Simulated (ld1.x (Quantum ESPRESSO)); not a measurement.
# An all-electron radial function and its pseudo partner (Zn (Z = 30))

Columns: radius, all-electron u(r) and pseudo u(r) of the 4s shell (level -5.98 eV) of zinc in the configuration [Ar] 3d10 4s2 4p0; PBE, scalar-relativistic, TM scheme, ld1.x (Quantum ESPRESSO) 7.5.

```csv
r (bohr),all-electron,pseudo
0.140,-0.1649,-0.0255
0.280,0.0216,-0.0524
0.420,0.2406,-0.0820
0.560,0.2669,-0.1160
0.700,0.1623,-0.1565
0.840,0.0071,-0.2059
0.980,-0.1515,-0.2668
1.120,-0.2923,-0.3396
1.260,-0.4080,-0.4203
1.400,-0.4979,-0.4992
1.540,-0.5643,-0.5643
1.680,-0.6106,-0.6106
1.820,-0.6399,-0.6399
1.960,-0.6553,-0.6553
2.100,-0.6595,-0.6595
2.240,-0.6548,-0.6548
2.380,-0.6432,-0.6432
2.520,-0.6261,-0.6261
2.660,-0.6050,-0.6050
2.800,-0.5810,-0.5810
2.940,-0.5550,-0.5550
3.080,-0.5277,-0.5277
3.220,-0.4998,-0.4998
3.360,-0.4718,-0.4718
3.500,-0.4441,-0.4441
3.640,-0.4169,-0.4169
```

Question: How many radial nodes do the two functions have?

Answer: The all-electron 4s function has n − l − 1 = 3 (the table is too coarse to show those close to the nucleus); the pseudo-wave has 0, since the states of the same l below it are removed with the core.

Question: At about which radius was the pseudo-wave matched?

Answer: 1.60 bohr, where the columns begin to agree (steps of 0.14 bohr).

Question: Where does each function peak?

Answer: Outermost all-electron maximum near 2.10 bohr, pseudo maximum near 2.10 bohr (to the table’s step).

Question: Is the pseudo-wave norm-conserving?

Answer: Yes: the TM scheme keeps the norm inside the radius equal to the all-electron one, which fixes the energy derivative of the logarithmic derivative at the level.
